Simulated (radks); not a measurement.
Results of a calculation; reference values are marked as such.
Isoelectronic series with 39 electrons, all held in the configuration [Kr] 4d1 5s2, which need not be the ground one along the series. Level of theory: non-relativistic Kohn-Sham, PBE, spin-polarised, spherical densities, point nucleus; open shells are filled with parallel spins first (spin-orbit coupling, left out, can overturn this in heavy ions) (a radial shooting solver on a logarithmic mesh with Libxc functionals). Total energies (hartree) and orbital eigenvalues (eV) (* marks an orbital that is empty in some or all of the ions):

ion,E (hartree),4d down*,5s down,5s up
Zr+,-3540.16704,-12.2264,-10.6508,-10.9863
Nb2+,-3753.96445,-24.9320,-19.3161,-19.6618
Mo3+,-3974.49746,-40.0929,-29.5196,-29.8777
Tc4+,-4201.74872,-57.4737,-41.1337,-41.5056
Ru5+,-4435.70599,-76.9440,-54.0832,-54.4700
Rh6+,-4676.36003,-98.4204,-68.3182,-68.7206
Pd7+,-4923.70360,-121.8456,-83.8035,-84.2220
Ag8+,-5177.73087,-147.1777,-100.5128,-100.9479
Cd9+,-5438.43704,-174.3849,-118.4259,-118.8779
In10+,-5705.81810,-203.4423,-137.5269,-137.9960
Sn11+,-5979.87067,-234.3300,-157.8029,-158.2893
Sb12+,-6260.59186,-267.0319,-179.2432,-179.7472
Te13+,-6547.97917,-301.5345,-201.8393,-202.3609
I14+,-6842.03043,-337.8268,-225.5836,-226.1229
Xe15+,-7142.74376,-375.8992,-250.4700,-251.0270
Cs16+,-7450.1175,-415.7436,-276.4930,-277.0678
